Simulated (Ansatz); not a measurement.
Consider the ligand exchange at the Si–N bond: `CN[Si](F)(F)F` + HBr → `F[Si](F)(F)Br` + CH₃NH₂.

Gas-phase electronic energies from Ansatz, PBE0-D4/def2-TZVP geometries. CCSD(T)/CBS is the MP2 limit (def2-TZVPP, def2-QZVPP) plus CCSD(T) − MP2 in def2-TZVPP, frozen cores. DFT in def2-TZVPP. B3LYP here is the variant with VWN-RPA as its local correlation; programs differ in this. HSE06 is defined as in plane-wave codes. For Br outer-core shells are correlated without core-valence functions, which leaves a few kJ/mol of doubt a bond. Scalar relativity is left out up to krypton. Each species was taken in one conformer, which may not be the lowest.

```
             level  ΔE (kcal/mol)  difference from CCSD(T)/CBS
            PBE-D4           -2.9                         -1.2
           BLYP-D4           -1.1                          0.6
            B97M-V           -2.3                         -0.6
        r2SCANh-D4           -1.9                         -0.2
        r2SCAN0-D4           -1.5                          0.2
           ωB97X-V           -1.4                          0.3
             B3LYP           -1.3                          0.4
             HSE06           -2.6                         -0.9
       HF/def2-SVP            2.3                          4.0
     HF/def2-TZVPP           -0.3                          1.4
    MP2/def2-TZVPP           -1.6                          0.1
SCS-MP2/def2-TZVPP           -1.1                          0.6
   CCSD/def2-TZVPP           -0.3                          1.4
     HF/def2-QZVPP           -0.3                          1.4
    MP2/def2-QZVPP           -2.3                         -0.6
      HF/CBS(def2)           -0.3                          1.4
       CCSD(T)/CBS           -1.7                            0
```

Largest T1 diagnostic among the species: 0.011.

Leaving LDA and LC-ωPBE aside and taking each functional with its dispersion term where it has one, the values, not all of them listed here, spread over 3.3 kcal/mol, from PBE-D4 to CAM-B3LYP-D4. LDA lies +2.9 kcal/mol from PBE without D4. At CCSD(T), def2-SVP lies +3.1 kcal/mol from the extrapolated value and def2-TZVPP +1.1 kcal/mol.
